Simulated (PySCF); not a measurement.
A small calculation by hand: chemical shift, span and skew from a shielding tensor

SiCl₂Br₂, SMILES Cl[Si](Cl)(Br)Br. Atoms are numbered in the order given.

```xyz
5

Cl     0.0000    -1.6605     1.5922
Si     0.0000     0.0000     0.4059
Cl     0.0000     1.6605     1.5922
Br     1.7978     0.0000    -0.8545
Br    -1.7978     0.0000    -0.8545
```
Charge 0, spin multiplicity 1.

Geometry optimised at PBE0-D3(BJ)/def2-SVP.

GIAO shieldings from PBE/pcSseg-1 in PySCF, non-relativistic, no solvent. The symmetric part of the tensor of Si2 has the principal values 285.2, 295.0, 307.2 ppm. The same nucleus in TMS has σ = 335.4 ppm at this level (PySCF, at its B3LYP-D3(BJ)/def2-TZVP geometry). Without spin–orbit terms, shifts of atoms bonded to Cl or Br come out too high.

### Question
Work out the isotropic shielding, the ²⁹Si shift against TMS, the span and the skew.

### Answer

σ(iso) = (σ11 + σ22 + σ33)/3 = 295.8 ppm. δ = σ(ref) − σ(iso) = 335.4 − (295.8) = 39.6 ppm.
Span Ω = σ33 − σ11 = 22.0 ppm. Skew κ = 3(σ(iso) − σ22)/Ω = 0.11. Tumbling in solution averages the tensor to δ; in a static solid the shielding alone would spread this spin-1/2 line over Ω.
